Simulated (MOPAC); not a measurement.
Input file for MOPAC: PM7 on CH5AlO (SMILES C[O][AlH2]), a point of a bond scan (R = 1.414 Å).

```
PM7 1SCF PRECISE CHARGE=0 THREADS=1
CH5AlO

Al    -0.48447785 1     0.89780616 1     0.62601054 1
H     -0.45585391 1     1.18572037 1     2.01007715 1
H     -1.22107104 1     1.77313262 1    -0.46313067 1
O      0.33969018 1    -0.49209283 1     0.13373798 1
C      0.56151194 1    -1.13056905 1    -1.10068500 1
H      0.08822596 1    -0.60052820 1    -1.93547360 1
H      1.63509344 1    -1.19352194 1    -1.29911414 1
H      0.16204404 1    -2.14811651 1    -1.07007472 1
```

The log:

```
*******************************************************************************
 **                                                                           **
 **                              MOPAC v23.2.5                                **
 **                                                                           **
 *******************************************************************************
 ** MOPAC's Digital Object Identifier: https://doi.org/10.5281/zenodo.6511958 **
 **                                                                           **
 ** Please cite the open-source release paper for use of this MOPAC version:  **
 ** J. E. Moussa and J. J. P. Stewart (2026)                                  **
 ** MOPAC: An open-source semiempirical molecular orbital program             **
 ** J. Open Source Softw., 11(119), 8025, https://doi.org/10.21105/joss.08025 **
 *******************************************************************************

                              PM7 CALCULATION RESULTS

 *******************************************************************************
 *  PM7        - The PM7 Hamiltonian to be used
 *
 *
 *
 *                 CHARGE ON SYSTEM = 0
 *
 *
 *
 *  PRECISE    - TIGHTER CRITERIA TO BE USED
 *  1SCF       - DO 1 SCF AND THEN STOP
 *  THREADS=1  - MULTI-THREADING NOT USED
 *  T=         - A TIME OF 172800.0 SECONDS REQUESTED
 *  DUMP=N     - RESTART FILE WRITTEN EVERY 7200.0 SECONDS REQUESTED
 *******************************************************************************
PM7 1SCF PRECISE CHARGE=0 THREADS=1
 CH5AlO

   ATOM   CHEMICAL          X               Y               Z
  NUMBER   SYMBOL      (ANGSTROMS)     (ANGSTROMS)     (ANGSTROMS)

     1      Al         -0.48447785  *   0.89780616  *   0.62601054  *
     2       H         -0.45585391  *   1.18572037  *   2.01007715  *
     3       H         -1.22107104  *   1.77313262  *  -0.46313067  *
     4       O          0.33969018  *  -0.49209283  *   0.13373798  *
     5       C          0.56151194  *  -1.13056905  *  -1.10068500  *
     6       H          0.08822596  *  -0.60052820  *  -1.93547360  *
     7       H          1.63509344  *  -1.19352194  *  -1.29911414  *
     8       H          0.16204404  *  -2.14811651  *  -1.07007472  *



          CARTESIAN COORDINATES

    NO.       ATOM           X           Y           Z

     1        Al         -0.4845      0.8978      0.6260
     2         H         -0.4559      1.1857      2.0101
     3         H         -1.2211      1.7731     -0.4631
     4         O          0.3397     -0.4921      0.1337
     5         C          0.5615     -1.1306     -1.1007
     6         H          0.0882     -0.6005     -1.9355
     7         H          1.6351     -1.1935     -1.2991
     8         H          0.1620     -2.1481     -1.0701

 General Reference for PM7:
 "Optimization of Parameters for Semiempirical Methods VI: More Modifications to the
 NDDO Approximations and Re-optimization of Parameters", J. J. P. Stewart, J. Mol. Mod., 1:32, 19 (2013)
 https://link.springer.com/article/10.1007/s00894-012-1667-x

           Empirical Formula: C H5 O Al  =     8 atoms



      MOLECULAR POINT GROUP   :   Cs


      RHF CALCULATION, NO. OF DOUBLY OCCUPIED LEVELS = 9


 -------------------------------------------------------------------------------
 PM7 1SCF PRECISE CHARGE=0 THREADS=1
 CH5AlO



     1SCF WAS SPECIFIED, SO BFGS WAS NOT USED
     SCF FIELD WAS ACHIEVED


                              PM7 CALCULATION
                                                       MOPAC v23.2.5 Linux




          FINAL HEAT OF FORMATION =        -30.09952 KCAL/MOL =    -125.93639 KJ/MOL


          COSMO AREA              =        106.33 SQUARE ANGSTROMS
          COSMO VOLUME            =         91.68 CUBIC ANGSTROMS

          IONIZATION POTENTIAL    =         11.714834 EV
          HOMO LUMO ENERGIES (EV) =        -11.715  0.089
          NO. OF FILLED LEVELS    =          9
          MOLECULAR WEIGHT        =         60.0314         POINT GROUP:  Cs

          MOLECULAR DIMENSIONS (Angstroms)

            Atom       Atom       Distance
            H     7    H     2     4.58079
            H     3    H     8     2.82973
            H     3    H     2     1.46739


          SCF CALCULATIONS        =          1





   ATOM   CHEMICAL          X               Y               Z
  NUMBER   SYMBOL      (ANGSTROMS)     (ANGSTROMS)     (ANGSTROMS)

     1      Al         -0.48447785  *   0.89780616  *   0.62601054  *
     2       H         -0.45585391  *   1.18572037  *   2.01007715  *
     3       H         -1.22107104  *   1.77313262  *  -0.46313067  *
     4       O          0.33969018  *  -0.49209283  *   0.13373798  *
     5       C          0.56151194  *  -1.13056905  *  -1.10068500  *
     6       H          0.08822596  *  -0.60052820  *  -1.93547360  *
     7       H          1.63509344  *  -1.19352194  *  -1.29911414  *
     8       H          0.16204404  *  -2.14811651  *  -1.07007472  *

                             CARTESIAN COORDINATES

   1   Al       -0.484477850     0.897806160     0.626010540
   2    H       -0.455853910     1.185720370     2.010077150
   3    H       -1.221071040     1.773132620    -0.463130670
   4    O        0.339690180    -0.492092830     0.133737980
   5    C        0.561511940    -1.130569050    -1.100685000
   6    H        0.088225960    -0.600528200    -1.935473600
   7    H        1.635093440    -1.193521940    -1.299114140
   8    H        0.162044040    -2.148116510    -1.070074720


           Empirical Formula: C H5 O Al  =     8 atoms



      MOLECULAR POINT GROUP   :   Cs


                  EIGENVALUES
 -30.21547 -24.72710 -17.10009 -16.21667 -16.13280 -13.68629 -12.49015 -12.17090
 -11.71483   0.08863   2.26247   2.57804   3.21106   5.12136   5.14966   5.46277
   5.90207  16.78779  17.16975  17.80029  20.45989  21.04944


              NET ATOMIC CHARGES AND DIPOLE CONTRIBUTIONS

  ATOM NO.   TYPE          CHARGE      No. of ELECS.   s-Pop       p-Pop       d-Pop
    1         Al           0.590747        2.4093     0.32123     1.31163     0.77639
    2          H          -0.205655        1.2057     1.20565
    3          H          -0.190025        1.1900     1.19002
    4          O          -0.525696        6.5257     1.66906     4.85664
    5          C          -0.043926        4.0439     1.06193     2.98199
    6          H           0.122792        0.8772     0.87721
    7          H           0.125881        0.8741     0.87412
    8          H           0.125881        0.8741     0.87412
 DIPOLE           X         Y         Z       TOTAL
 POINT-CHG.     0.353    -1.136    -2.466     2.738
 HYBRID         0.240    -0.328     0.176     0.443
 SUM            0.593    -1.464    -2.290     2.781


          ATOMIC ORBITAL ELECTRON POPULATIONS

     Atom    s        px        py        pz      x^2-y^2     xz        z^2       yz        xy
    1 Al   0.32123   0.26144   0.37701   0.67319   0.10045   0.09421   0.25160   0.18532   0.14482
    2  H   1.20565
    3  H   1.19002
    4  O   1.66906   1.74385   1.67744   1.43535
    5  C   1.06193   1.12261   1.03734   0.82204
    6  H   0.87721
    7  H   0.87412
    8  H   0.87412

 **********************
 *                    *
 * JOB ENDED NORMALLY *
 *                    *
 **********************




 == MOPAC DONE ==
```

The run finished.

Cost: very roughly 0.04 core-seconds.
